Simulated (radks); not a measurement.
Values are calculated unless marked as measured or tabulated.
Problem. Be, 4 electrons, occupied as [He] 2s1 2p1 (not the ground configuration). Code: a radial shooting solver on a logarithmic mesh with Libxc functionals. Model: Dirac Kohn-Sham, PBEsol, spin-unpolarised, spherical densities, point nucleus; open shells are shared between the two j in proportion to 2j + 1. Some entries of the table are withheld. Estimate them.

| orbital | occ. | eigenvalue (eV) | r(max) (bohr) | <r> (bohr) |
|---|---|---|---|---|
| 1s1/2 | 2 | -106.8835 | (1) | (2) |
| 2s1/2 | 1 | (3) | 2.034 | (4) |
| 2p1/2 | 0.333333 | -2.4963 | (5) | (6) |
| 2p3/2 | 0.666667 | -2.4954 | (7) | (8) |

Solution. 
(1) 1s1/2 r(max) (bohr): 0.2670
(2) 1s1/2 <r> (bohr): 0.4215
(3) 2s1/2 eigenvalue (eV): -6.1052
(4) 2s1/2 <r> (bohr): 2.584
(5) 2p1/2 r(max) (bohr): 2.264
(6) 2p1/2 <r> (bohr): 3.109
(7) 2p3/2 r(max) (bohr): 2.265
(8) 2p3/2 <r> (bohr): 3.109
